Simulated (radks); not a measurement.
The numbers below are computed, except where a source is named.
Charge is removed step by step from the 3p down level of Ti+, starting from [Ne] 3s2 3p(up 3, down 3) 3d2 4s1. Level of theory: non-relativistic Kohn-Sham, PBEsol, spin-polarised, spherical densities, point nucleus; open shells are filled with parallel spins first (a radial shooting solver on a logarithmic mesh with Libxc functionals).

| removed (e) | E - E(0) (eV) | eigenvalue (eV) | E minus straight line (eV) |
|---|---|---|---|
| 0 | 0.000 | -44.767 | 0.000 |
| 0.25 | 11.617 | -48.204 | -1.359 |
| 0.5 | 24.116 | -51.811 | -1.836 |
| 0.75 | 37.535 | -55.559 | -1.394 |
| 1 | 51.905 | -59.423 | 0.000 |

Removing the whole electron costs 51.905 eV by Delta-SCF, against 44.767 eV from minus the eigenvalue at the starting occupation. Slater's transition state (half an electron removed) gives 51.811 eV. Integrating minus the eigenvalue over the occupation (Janak's theorem) gives 51.905 eV. The mean slope of the eigenvalue, de/dn, is 14.7 eV per electron.
